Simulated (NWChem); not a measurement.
System: AlNH₃Cl₂ cation, singlet

Excerpt of the output:

```
             Northwest Computational Chemistry Package (NWChem) 7.3.0
             --------------------------------------------------------

 C1  symmetry detected

                             Geometry "geometry" -> ""
                             -------------------------

 Output coordinates in angstroms (scale by  1.889725989 to convert to a.u.)

  No.       Tag          Charge          X              Y              Z
 ---- ---------------- ---------- -------------- -------------- --------------
    1 Al                  13.0000    -0.07400088     0.00088737     0.00111512
    2 Cl                  17.0000     0.67169871    -1.90559117    -0.00015921
    3 Cl                  17.0000     0.66656424     1.90945956    -0.00015984
    4 N                    7.0000    -2.06107092    -0.00623572     0.00078334
    5 H                    1.0000    -2.45102949    -0.19305584    -0.93275258
    6 H                    1.0000    -2.45855135     0.89218387     0.30331123
    7 H                    1.0000    -2.45138130    -0.73277647     0.61488531

 Effective nuclear repulsion energy (a.u.)     250.6703679929

                                 NWChem DFT Module
                                 -----------------

 Summary of "ao basis" -> "ao basis" (spherical)
 ------------------------------------------------------------------------------
       Tag                 Description            Shells   Functions and Types
 ---------------- ------------------------------  ------  ---------------------
 Al                        6-311++g**               14       30   7s6p1d
 Cl                        6-311++g**               14       30   7s6p1d
 N                         6-311++g**               10       22   5s4p1d
 H                         6-311++g**                5        7   4s1p

            General Information
            -------------------
          SCF calculation type: DFT
          Wavefunction type:  closed shell.
          No. of atoms     :     7
          No. of electrons :    56
           Alpha electrons :    28
            Beta electrons :    28
          Charge           :     1
          Spin multiplicity:     1
          Use of symmetry is: off; symmetry adaption is: off
          Maximum number of iterations: 150
          AO basis - number of functions:   133
                     number of shells:    67
          Convergence on energy requested:  1.00D-06
          Convergence on density requested:  1.00D-05
          Convergence on gradient requested:  5.00D-04

              XC Information
              --------------
                  TPSS metaGGA Exchange Functional  1.000
             TPSS03 metaGGA Correlation Functional  1.000

             Grid Information
             ----------------
          Grid used for XC integration:  medium
          Radial quadrature: Mura-Knowles
          Angular quadrature: Lebedev.
          Tag              B.-S. Rad. Rad. Pts. Rad. Cut. Ang. Pts.
          ---              ---------- --------- --------- ---------
          Al                  1.25       88          13.0       590
          Cl                  1.00       88          15.0       590
          N                   0.65       49          12.0       434
          H                   0.35       45          14.0       434
          Grid pruning is: on
          Number of quadrature shells:   448
          Spatial weights used:  Erf1

      Superposition of Atomic Density Guess
      -------------------------------------

 Sum of atomic energies:       -1216.63801874

 Renormalizing density from      57.00 to     56

      Non-variational initial energy
      ------------------------------

 Total energy =   -1204.385714
 1-e energy   =   -2142.500817
 2-e energy   =     687.444735
 HOMO         =      -0.744219
 LUMO         =      -0.312419

     ---------------------------------------------
      Total Density - Mulliken Population Analysis
     ---------------------------------------------

    Atom       Charge   Shell Charges
 -----------   ------   -------------------------------------------------------
    1 Al  13    12.01   0.79  1.18  1.02  0.98  0.70  0.05  2.16  3.79  0.40  0.34  0.14  0.10  0.15  0.21
    2 Cl  17    17.24   0.78  1.19  0.93  1.05  1.08  0.96  7.48 -1.53  1.19  3.27  1.16 -0.17 -0.15  0.01
    3 Cl  17    17.25   0.78  1.19  0.93  1.05  1.08  0.95  7.48 -1.53  1.19  3.27  1.16 -0.17 -0.15  0.01
    4 N    7     7.80   1.10  0.90  0.82  0.90  2.00  0.64  1.46 -0.02  0.00  0.01
    5 H    1     0.55   0.21  0.30  0.03 -0.01  0.03
    6 H    1     0.58   0.21  0.30  0.04  0.00  0.03
    7 H    1     0.57   0.21  0.30  0.04 -0.00  0.03

   convergence    iter        energy       DeltaE   RMS-Dens  Diis-err
 ---------------- ----- ----------------- --------- --------- ---------
 d= 0,ls=0.0,diis     1  -1219.2445263570 -1.47D+03  1.94D-02  3.22D+00
 d= 0,ls=0.0,diis     2  -1219.1103455486  1.34D-01  1.84D-02  2.39D+00
 d= 0,ls=0.0,diis     3  -1219.3453432887 -2.35D-01  6.17D-03  4.48D-01
 d= 0,ls=0.0,diis     4  -1219.4090028446 -6.37D-02  9.57D-04  1.69D-02
 d= 0,ls=0.0,diis     5  -1219.4102509242 -1.25D-03  2.51D-04  3.63D-03
  Resetting Diis
 d= 0,ls=0.0,diis     6  -1219.4105874245 -3.37D-04  8.25D-05  2.62D-04
 d= 0,ls=0.0,diis     7  -1219.4106150573 -2.76D-05  1.10D-04  1.47D-05
 d= 0,ls=0.0,diis     8  -1219.4106123237  2.73D-06  6.19D-05  3.23D-05
 d= 0,ls=0.0,diis     9  -1219.4106172751 -4.95D-06  3.97D-06  5.35D-07
 d= 0,ls=0.0,diis    10  -1219.4106173218 -4.67D-08  8.17D-07  2.51D-08

         Total DFT energy =    -1219.410617321825
      One electron energy =    -2172.355930477742
           Coulomb energy =      785.368510517435
    Exchange-Corr. energy =      -83.093565354462
 Nuclear repulsion energy =      250.670367992944

 Numeric. integr. density =       55.999997557092

                       DFT Final Molecular Orbital Analysis
                       ------------------------------------

 Vector   26  Occ=2.000000D+00  E=-4.861723D-01
              MO Center=  5.8D-01,  2.2D-02, -5.2D-04, r^2= 4.5D+00
   Bfn.  Coefficient  Atom+Function         Bfn.  Coefficient  Atom+Function
  ----- ------------  ---------------      ----- ------------  ---------------
    76      0.379232  3 Cl px                46      0.374957  2 Cl px
    67     -0.234068  3 Cl px                79      0.234577  3 Cl px
    37     -0.231365  2 Cl px                49      0.231032  2 Cl px
    23      0.179412  1 Al px                73      0.172402  3 Cl px
    43      0.170396  2 Cl px                16      0.157320  1 Al px

 Vector   27  Occ=2.000000D+00  E=-4.800727D-01
              MO Center=  6.3D-01, -4.9D-03,  1.0D-03, r^2= 4.6D+00
   Bfn.  Coefficient  Atom+Function         Bfn.  Coefficient  Atom+Function
  ----- ------------  ---------------      ----- ------------  ---------------
    48      0.407880  2 Cl pz                78     -0.405953  3 Cl pz
    51      0.251495  2 Cl pz                81     -0.252397  3 Cl pz
    39     -0.247593  2 Cl pz                69      0.246663  3 Cl pz
    45      0.181340  2 Cl pz                75     -0.180759  3 Cl pz
    20     -0.118497  1 Al py                27     -0.090177  1 Al d -1

 Vector   28  Occ=2.000000D+00  E=-4.757889D-01
              MO Center=  6.1D-01, -1.7D-02, -4.8D-04, r^2= 4.7D+00
   Bfn.  Coefficient  Atom+Function         Bfn.  Coefficient  Atom+Function
  ----- ------------  ---------------      ----- ------------  ---------------
    46      0.366282  2 Cl px                76     -0.362725  3 Cl px
    37     -0.219855  2 Cl px                49      0.217181  2 Cl px
    67      0.217562  3 Cl px                79     -0.213888  3 Cl px
    47      0.186860  2 Cl py                77      0.185448  3 Cl py
    43      0.160025  2 Cl px                73     -0.158293  3 Cl px

 Vector   29  Occ=0.000000D+00  E=-2.632913D-01
              MO Center= -4.9D-01, -8.2D-03,  4.6D-02, r^2= 5.1D+00
   Bfn.  Coefficient  Atom+Function         Bfn.  Coefficient  Atom+Function
  ----- ------------  ---------------      ----- ------------  ---------------
     6      1.551759  1 Al s                104     -0.799984  4 N  s
    22      0.555534  1 Al s                100     -0.503184  4 N  s
    52     -0.439635  2 Cl s                 82     -0.364317  3 Cl s
     5      0.361290  1 Al s                115      0.287990  5 H  s
    19     -0.284351  1 Al px                36     -0.244485  2 Cl s

 Vector   30  Occ=0.000000D+00  E=-2.515103D-01
              MO Center= -1.1D-01,  1.3D-02, -5.7D-02, r^2= 3.5D+00
   Bfn.  Coefficient  Atom+Function         Bfn.  Coefficient  Atom+Function
  ----- ------------  ---------------      ----- ------------  ---------------
    18      0.681656  1 Al pz                21      0.326029  1 Al pz
    15      0.289761  1 Al pz                51     -0.210303  2 Cl pz
    81     -0.210044  3 Cl pz                78     -0.196648  3 Cl pz
    48     -0.192546  2 Cl pz               115      0.177648  5 H  s
    12     -0.151013  1 Al pz               114      0.122368  5 H  s

 Vector   31  Occ=0.000000D+00  E=-1.971762D-01
              MO Center= -1.7D+00, -9.0D-03, -5.9D-03, r^2= 7.1D+00
   Bfn.  Coefficient  Atom+Function         Bfn.  Coefficient  Atom+Function
  ----- ------------  ---------------      ----- ------------  ---------------
     6      1.157407  1 Al s                100      0.685064  4 N  s
    22      0.619446  1 Al s                 82     -0.543451  3 Cl s
    52     -0.506086  2 Cl s                104      0.359118  4 N  s
    19      0.353467  1 Al px               122     -0.352052  6 H  s
   129     -0.335171  7 H  s                115     -0.326718  5 H  s

     ---------------------------------------------
      Total Density - Mulliken Population Analysis
     ---------------------------------------------

[...]
```

Level: TPSS/6-311++G** (spherical d). Low-valent species are run as closed-shell singlets; no triplet was tried in these runs. Coordinates come from a B3LYP/6-31G* (spherical d) optimisation.

Question: Which NWChem input produces such a log?

Answer: Several could match; the one computed here: the input that was run:
```
start job
memory heap 200 mb stack 900 mb global 1100 mb
charge 1
geometry units angstroms noautoz
  Al    -0.028633    -0.000058     0.002428
  Cl     0.726286    -1.902905     0.003159
  Cl     0.702685     1.912076     0.004343
  N     -2.015632    -0.016797    -0.004851
  H     -2.401418    -0.205192    -0.939803
  H     -2.418511     0.879588     0.296569
  H     -2.404564    -0.745422     0.607654
end
basis spherical
  * library 6-311++g**
end
dft
  xc xtpss03 ctpss03
  iterations 150
  mulliken
end
task dft energy
```
